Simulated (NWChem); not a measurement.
Species: AlHOBrCl; SMILES [Br][Al]([Cl])[OH]

```xyz
5

Al     0.4337    -0.6134     0.0000
Cl    -0.9659    -2.1714     0.0000
Br    -0.2474     1.5355     0.0000
O      2.0803    -1.0563     0.0000
H      2.7976    -0.4025     0.0000
```
Atoms are numbered in this order, from 1.

Program: NWChem. The geometry was optimised at PBE-D3(BJ)/def2-SVP. Level SCAN/def2-SVP: energy and gradient on several grids; changes count from the extra-fine grid, which is no exact limit either.

```
grid     size of the energy change (μHa)  largest change of a gradient component (μHa/bohr)
-------  -------------------------------  -------------------------------------------------
xcoarse                            20000                                               4000
coarse                             10000                                               1000
medium                              1000                                                800
fine                                3000                                                100
xfine                               < 10                                               < 30
```
